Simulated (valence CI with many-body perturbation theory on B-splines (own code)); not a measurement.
# Level structure of Pd⁴¹⁺

Calculated by valence CI with perturbative core correlation (CI+MBPT): three valence electrons over a frozen Dirac-Fock core [He], radial functions for each j: 11 s, 11 p, 9 d, 7 f, 5 g, 2 h, 1 i, with the one-electron correlation potential Σ1 (screened to all orders), the two-electron term Σ2, the three-electron term Σ3, Breit, model QED; selected single and double excitations, second order for the rest (own B-spline code, finite nucleus).

No measured spectrum was set against this ion. As an estimate, large intervals hold to a few tenths of a per cent, small ones and those within an open d or f shell to about a per cent.

Levels 1 to 45 of 99, with energies above the lowest level, (2s^2 2p1/2) J=1/2. "Leading %" is the weight of the configuration and term that name the level; weights of strongly mixed levels are sums over their largest components and can fall short. In the jj column 3d3/2^4 stands for four electrons in 3d with j = 3/2. Lifetimes count E1, E2, E3, M1 and M2 decay at the calculated energies, and are blank where another channel may lead or the interval is too uncertain; long ones can be off by a factor of two.

```tsv
No.	Configuration	Term	J	E (eV)	Leading %	Leading jj	g	Lifetime
1	2s²2p	²P°	1/2	0.0	99	2s^2 2p1/2 (99 %)	0.648	
2	2s2p²	⁴P	1/2	127.9	66	2s 2p1/2^2 (95 %)	2.290	199 ps
3	2s²2p	²P°	3/2	177.7	98	2s^2 2p3/2 (98 %)	1.321	25.6 ns
4	2s2p²	⁴P	3/2	268.0	94	2s 2p1/2 2p3/2 (99 %)	1.676	1.21 ns
5	2s2p²	⁴P	5/2	294.3	50	2s 2p1/2 2p3/2 (97 %)	1.387	381 ps
6	2s2p²	²D	3/2	336.5	71	2s 2p1/2 2p3/2 (98 %)	0.944	4.67 ps
7	2s2p²	²P	1/2	339.7	73	2s 2p1/2 2p3/2 (94 %)	1.167	3.21 ps
8	2s2p²	²D	5/2	464.2	50	2s 2p3/2^2 (97 %)	1.386	20.9 ps
9	2p³	²P°	3/2	477.5	42	2p1/2^2 2p3/2 (97 %)	1.402	4.73 ps
10	2s2p²	²S	1/2	525.1	71	2s 2p3/2^2 (98 %)	1.837	3.87 ps
11	2s2p²	²P	3/2	526.2	70	2s 2p3/2^2 (97 %)	1.208	2.36 ps
12	2p³	⁴S°	3/2	630.3	52	2p1/2 2p3/2^2 (99 %)	1.419	2.79 ps
13	2p³	²D°	5/2	647.4	100	2p1/2 2p3/2^2 (100 %)	1.186	3.40 ps
14	2p³	²P°	1/2	679.5	99	2p1/2 2p3/2^2 (99 %)	0.648	2.28 ps
15	2p³	²P°	3/2	836.5	56	2p3/2^3 (99 %)	1.275	1.90 ps
16	2s²3s	²S	1/2	3623.9	97	2s^2 3s (97 %)	1.995	30.3 fs
17	2s²3p	²P°	1/2	3669.6	95	2s^2 3p1/2 (95 %)	0.670	646 fs
18	2s2p3s	⁴P°	1/2	3713.2	88	2s 2p1/2 3s (98 %)	2.424	32.9 fs
19	2s²3p	²P°	3/2	3716.3	65	2s^2 3p3/2 (65 %)	1.405	90.8 fs
20	2s2p3s	⁴P°	3/2	3734.5	49	2s 2p1/2 3s (64 %)	1.520	38.1 fs
21	2s2p3s	²P°	1/2	3744.1	93	2s 2p1/2 3s (96 %)	0.746	44.5 fs
22	2s2p3p	⁴D	1/2	3752.0	73	2s 2p1/2 3p1/2 (99 %)	0.251	43.1 fs
23	2s²3d	²D	3/2	3757.4	84	2s^2 3d3/2 (84 %)	0.837	3.71 fs
24	2s2p3p	⁴D	3/2	3769.2	42	2s 2p1/2 3p1/2 (82 %)	1.114	86.0 fs
25	2s²3d	²D	5/2	3774.0	97	2s^2 3d5/2 (97 %)	1.196	4.51 fs
26	2s2p3p	⁴P	1/2	3789.2	55	2s 2p1/2 3p1/2 (96 %)	2.063	34.0 fs
27	2s2p3p	⁴P	3/2	3811.7	30	2s 2p1/2 3p3/2 (99 %)	1.416	34.9 fs
28	2s2p3p	²P	1/2	3824.8	43	2s 2p1/2 3p3/2 (88 %)	1.264	11.5 fs
29	2s2p3p	⁴D	5/2	3828.0	55	2s 2p1/2 3p3/2 (95 %)	1.354	286 fs
30	2s2p3p	²D	3/2	3831.3	48	2s 2p1/2 3p3/2 (97 %)	1.242	15.2 fs
31	2s2p3d	⁴F°	3/2	3838.8	75	2s 2p1/2 3d3/2 (99 %)	0.542	20.1 fs
32	2s2p3d	⁴F°	5/2	3853.4	65	2s 2p1/2 3d3/2 (74 %)	1.059	15.0 fs
33	2s2p3d	⁴P°	5/2	3862.9	42	2s 2p1/2 3d5/2 (81 %)	1.358	4.84 fs
34	2s2p3d	⁴D°	1/2	3865.8	61	2s 2p1/2 3d3/2 (92 %)	0.384	2.82 fs
35	2s2p3d	⁴D°	3/2	3866.5	39	2s 2p1/2 3d3/2 (84 %)	1.269	3.62 fs
36	2s2p3d	⁴F°	7/2	3876.2	46	2s 2p1/2 3d5/2 (96 %)	1.254	5.31 fs
37	2s2p3d	²F°	5/2	3885.7	48	2s 2p1/2 3d5/2 (73 %)	1.106	5.66 fs
38	2s2p3d	²D°	3/2	3886.2	48	2s 2p1/2 3d5/2 (82 %)	1.027	5.12 fs
39	2p²3s	⁴P	1/2	3886.3	50	2p1/2^2 3s (89 %)	2.016	35.9 fs
40	2s2p3s	⁴P°	5/2	3892.0	80	2s 2p3/2 3s (80 %)	1.504	29.0 fs
41	2s2p3s	²P°	3/2	3905.6	80	2s 2p3/2 3s (99 %)	1.393	26.5 fs
42	2p²3p	⁴D°	1/2	3918.9	40	2p1/2^2 3p1/2 (92 %)	0.652	32.0 fs
43	2s2p3p	⁴P	3/2	3940.6	49	2s 2p3/2 3p1/2 (99 %)	1.629	45.3 fs
44	2s2p3p	²D	5/2	3943.3	42	2s 2p3/2 3p1/2 (98 %)	1.347	20.2 fs
45	2s2p3s	²P°	1/2	3949.4	92	2s 2p3/2 3s (96 %)	0.777	21.3 fs
```

The ionisation energy to 2s² ¹S0 of the next ion comes out as 6471 eV (NIST: 6469 ± 5 eV (semi-empirical)). All 99 levels together are meant to be complete up to 4198.6 eV.
